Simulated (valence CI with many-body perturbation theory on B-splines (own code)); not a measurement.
**E1 transitions of Cr10+**

Computed by relativistic CI+MBPT: four valence electrons over a frozen Dirac-Fock core [Ne], a basis of 11 s, 11 p, 10 d, 8 f, 5 g, 2 h functions for each j, with the one-electron correlation potential Σ1, the two-electron term Σ2, the three-electron term Σ3, Breit, model QED; selected CI, second order for the rest, scaled by the run's own slope (own B-spline code, finite nucleus).

No measured spectrum was set against this ion. As an estimate, levels of excited configurations hold to 0.05 to 0.15 % of their energy, terms of the ground configuration to about 0.5 %. Among the levels kept, up to 640 cm⁻¹ of a level comes from second order outside the variational space, and about a tenth of that is noise between levels of different J, which matters for small intervals.

Lines 201 to 250 of 566 in falling wavelength, among levels below 1029300 cm⁻¹, chosen from the strongest by gf and those to the six lowest levels. Wavelengths and rates use the calculated energies, so an error of 200 cm⁻¹ moves a line at 29.64 nm by 0.059 % and its rate by three times that or more. Electric multipoles are in the length gauge, E1 and E2 with the static RPA response of the core. Weak lines are less certain than strong ones. Lines between different terms over intervals too small for the method are left out, as are lines whose strength nearly cancels. Where a level lies close to another of its J and parity, the split of strength between their lines is uncertain. The highest levels of a list are the least certain.

Names give the largest LS component (configuration and term), which can be under half, so a name can repeat, a term be missing and a line seem to break the LS rules; names also repeat where a configuration has a term twice. Letters in brackets count levels of one name in rising energy.

```tsv
λ vac (nm)	Upper	Lower	A (s⁻¹)	S (a.u.)
29.64	3s.3p.3d2 3F°_2	3s.3p2.3d 3D_1 [a]	2.14e+09	1.38e-01
29.60	3p3.3d 1F°_3 [c]	3s.3p2.3d 3D_3 [a]	3.58e+09	3.21e-01
29.56	3s.3p2.3d 3P_2 [a]	3s.3p3 3P°_2	3.33e+09	2.12e-01
29.46	3s.3p2.3d 3F_2 [c]	3s2.3p.3d 3F°_3	4.11e+09	2.59e-01
29.41	3s2.3d2 3F_2	3s2.3p.3d 1F°_3	3.24e+09	2.04e-01
29.38	3p3.3d 3D°_1 [b]	3s.3p2.3d 3D_1 [a]	5.97e+09	2.24e-01
29.38	3s.3p2.3d 1P_1 [b]	3s2.3p.3d 3P°_2 [b]	3.83e+09	1.44e-01
29.37	3s.3p.3d2 3G°_5	3s.3p2.3d 3F_4 [b]	4.02e+09	5.53e-01
29.36	3s.3p.3d2 3F°_3	3s.3p2.3d 3D_2 [a]	3.52e+09	3.08e-01
29.34	3s.3p2.3d 3P_1 [c]	3s2.3p.3d 3D°_2	1.90e+10	7.09e-01
29.28	3s.3p2.3d 3F_3 [c]	3s2.3p.3d 3F°_3	8.09e+09	7.01e-01
29.25	3p3.3d 1P°_1 [a]	3s.3p2.3d 3F_2 [a]	3.76e+09	1.39e-01
29.25	3s.3p.3d2 3F°_4	3s.3p2.3d 3D_3 [a]	3.17e+09	3.52e-01
29.13	3s.3p2.3d 3F_4 [c]	3s2.3p.3d 3F°_3	1.41e+09	1.55e-01
29.11	3s.3p2.3d 3P_0 [c]	3s2.3p.3d 3D°_1	3.29e+10	4.01e-01
29.09	3s.3p2.3d 3F_2 [c]	3s2.3p.3d 3F°_2	1.29e+10	7.85e-01
29.05	3s.3p2.3d 1D_2 [c]	3s2.3p.3d 1F°_3	2.45e+10	1.48e+00
29.05	3s.3p2.3d 3P_1 [a]	3s.3p3 3P°_2	4.98e+09	1.81e-01
29.02	3s.3p.3d2 3G°_4	3s.3p2.3d 3F_3 [b]	2.84e+09	3.08e-01
28.99	3s.3p3 3S°_1	3s2.3p2 3P_2	2.67e+10	9.64e-01
28.96	3s.3p2.3d 3P_2 [c]	3s2.3p.3d 3P°_2 [b]	6.33e+09	3.80e-01
28.95	3p3.3d 3D°_3 [a]	3p4 3P_2	3.11e+09	2.61e-01
28.92	3p3.3d 3D°_2 [b]	3s.3p2.3d 3F_3 [a]	7.02e+09	4.19e-01
28.82	3s.3p.3d2 3F°_2	3s.3p2.3d 3G_3	8.77e+09	5.18e-01
28.82	3p3.3d 3D°_3 [b]	3s.3p2.3d 3F_4 [a]	8.07e+09	6.67e-01
28.81	3s.3p2.3d 3P_2 [c]	3s2.3p.3d 3P°_1	2.33e+09	1.37e-01
28.81	3s.3p.3d2 3G°_3	3s.3p2.3d 3F_2 [b]	2.77e+09	2.29e-01
28.78	3p3.3d 1F°_3 [c]	3s.3p2.3d 3G_4	1.57e+09	1.29e-01
28.70	3p3.3d 3F°_4 [b]	3s.3p2.3d 3F_4 [a]	1.27e+09	1.34e-01
28.69	3s.3p2.3d 1P_1 [b]	3s2.3p.3d 3P°_2 [a]	3.82e+09	1.33e-01
28.60	3s.3p.3d2 3F°_3	3s.3p2.3d 3G_4	7.29e+09	5.89e-01
28.55	3s2.3p.3d 3P°_1	3s2.3p2 1S_0	3.64e+07	1.25e-03
28.55	3s.3p.3d2 3F°_4	3s.3p2.3d 3G_5	7.96e+09	8.22e-01
28.46	3s.3p3 3S°_1	3s2.3p2 3P_1	1.44e+10	4.90e-01
28.44	3s.3p2.3d 3P_1 [c]	3s2.3p.3d 3P°_1	5.33e+09	1.81e-01
28.29	3s.3p2.3d 3P_2 [c]	3s2.3p.3d 3P°_2 [a]	4.02e+09	2.24e-01
28.23	3s.3p2.3d 1F_3 [a]	3s.3p3 1D°_2	1.05e+10	8.13e-01
28.17	3s.3p.3d2 5D°_4 [b]	3s.3p2.3d 3G_5	1.39e+09	1.38e-01
28.03	3s2.3p.3d 3F°_2	3s2.3p2 3P_2	5.24e+07	2.85e-03
28.02	3s.3p3 3S°_1	3s2.3p2 3P_0	5.47e+09	1.78e-01
27.85	3s2.3p.3d 3D°_1	3s2.3p2 1S_0	1.23e+07	3.92e-04
27.70	3s.3p2.3d 3D_3 [d]	3s2.3p.3d 3F°_4	3.72e+09	2.73e-01
27.70	3s.3p3 1P°_1	3s2.3p2 3P_2	1.18e+09	3.71e-02
27.69	3s2.3p.3d 3F°_3	3s2.3p2 3P_2	1.42e+08	1.05e-02
27.63	3s2.3d2 1D_2	3s2.3p.3d 1P°_1	2.08e+10	1.09e+00
27.54	3p3.3d 1F°_3 [b]	3s.3p2.3d 3P_2 [a]	3.45e+09	2.49e-01
27.53	3s2.3p.3d 3F°_2	3s2.3p2 3P_1	5.37e+07	2.77e-03
27.53	3p3.3d 1D°_2 [b]	3s.3p2.3d 3P_1 [a]	4.16e+09	2.14e-01
27.43	3p3.3d 3D°_1 [b]	3s.3p2.3d 3P_0 [a]	4.12e+09	1.26e-01
27.41	3s.3p2.3d 5F_2	3s.3p3 5S°_2	3.46e+06	1.76e-04
```
